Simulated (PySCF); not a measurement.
C4H13ClO2Si2.
Z-matrix (Å and degrees, GFN2-xTB geometry), rows numbered from 1:
```
C 
O   1  1.3969
Si  2  1.6166  1  128.01
O   3  1.6205  2  107.13  1    52.81
C   4  1.4103  3  130.23  2   168.86
C   5  1.5253  4  108.37  3   134.55
C   5  1.5252  4  109.25  3  -103.42
Si  3  2.2888  2   99.79  1   172.55
Cl  8  2.0364  3  108.26  2  -179.08
H   1  1.0904  2  108.09  3  -168.11
H   1  1.0922  2  110.25  3    72.45
H   1  1.0905  2  110.73  3   -48.12
H   3  1.4767  2  111.26  1   -63.65
H   5  1.0980  4  109.13  3    15.66
H   6  1.0863  5  110.22  4  -177.77
H   6  1.0871  5  109.87  4   -57.61
H   6  1.0872  5  109.92  4    61.91
H   7  1.0863  5  110.05  4  -178.08
H   7  1.0873  5  110.01  4    61.98
H   7  1.0873  5  109.83  4   -57.81
H   8  1.4663  3  115.75  2    63.94
H   8  1.4716  3  117.99  2   -62.11
```

Computed at PBE0/pcSseg-1 (PySCF, non-relativistic), with Q(17O) = −0.0256 b, Q(35Cl) = −0.0817 b: O2, 17O (I = 5/2): χzz = -10.36 MHz, η = 0.315; O4, 17O (I = 5/2): χzz = -9.896 MHz, η = 0.445; Cl9, 35Cl (I = 3/2): χzz = -40.82 MHz, η = 0.028.

Task: Find the zero-field quadrupole resonance frequencies of 17O at O2.

Result: From the eigenvalues of H = χ/[4I(2I − 1)] × [3Iz² − I(I + 1) + η(Ix² − Iy²)], steps between neighbouring levels, labelled as for η = 0: ±1/2↔±3/2 1.714 MHz, ±3/2↔±5/2 3.050 MHz (silyl ether oxygen).

Task: Find the zero-field quadrupole resonance frequencies of 17O at O4.

Result: From the eigenvalues of H = χ/[4I(2I − 1)] × [3Iz² − I(I + 1) + η(Ix² − Iy²)], steps between neighbouring levels, labelled as for η = 0: ±1/2↔±3/2 1.775 MHz, ±3/2↔±5/2 2.865 MHz (silyl ether oxygen).

Task: Where would the pure quadrupole (NQR) lines of 35Cl at Cl9 fall for the rigid, isolated species?

Result: From ν = (|χ|/2)√(1 + η²/3): ν = 20.41 MHz (silicon-bound chlorine). For 37Cl the ratio of quadrupole moments, 0.7881, gives 16.09 MHz.

Task: Apply the simplest Townes–Dailey estimate (no s hybridisation, no π bonding), ionic character = 1 − χzz/χ0, where χ0 is the coupling for one missing p electron along the bond: −109.74 MHz for 35Cl.

Result: Cl9 on Si8: 1 − (-40.82)/(-109.74) = 0.63. In this model a purely covalent bond gives χ0 and a free halide ion gives zero; s hybridisation or π bonding, where present, is counted here as ionic character.

In a crystal, neighbours and librations shift these lines. GFN2-xTB bond lengths can be off by several hundredths of an ångström, more for odd bonds, and the gradients follow them. With so small a basis the couplings can be 20 % off.

One conformer stands for the species.
